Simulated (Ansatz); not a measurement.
Task: Predict a relaxed structure of [Ce(H2O)6]3+ (CeO₆H₁₂³⁺), charge 3, doublet, at PBE-D4/def2-SVP (Ansatz).

Result: 
Cartesian coordinates in Å:
```
Ce 0.0019 -0.0006 -0.0028
O 0.0116 2.4502 0.1368
H -0.5451 3.0921 -0.3647
H 0.5715 3.0268 0.7091
O -0.0163 -2.4519 -0.1357
H -0.5788 -3.0281 -0.7060
H 0.5370 -3.0947 0.3686
O 1.7092 0.0894 -1.7645
H 2.1390 0.8860 -2.1574
H 2.1279 -0.6619 -2.2481
O -1.7023 -0.0929 1.7617
H -2.1235 0.6577 2.2441
H -2.1272 -0.8904 2.1579
O -1.7610 0.1080 -1.7078
H -2.7389 0.1138 -1.5760
H -1.6592 0.1582 -2.6879
O 1.7603 -0.1026 1.7072
H 1.6552 -0.1580 2.6867
H 2.7386 -0.1011 1.5789
```
Point group Th (tolerance 0.1 Å). The metal has 6 neighbours: O 2.45 Å, O 2.46 Å, O 2.45 Å, O 2.45 Å, O 2.45 Å, O 2.45 Å. This is one stationary point.

In the def2 sets Ce takes a core potential; there is no spin–orbit coupling. With an open 4f shell the SCF may have ended on a state above the lowest.
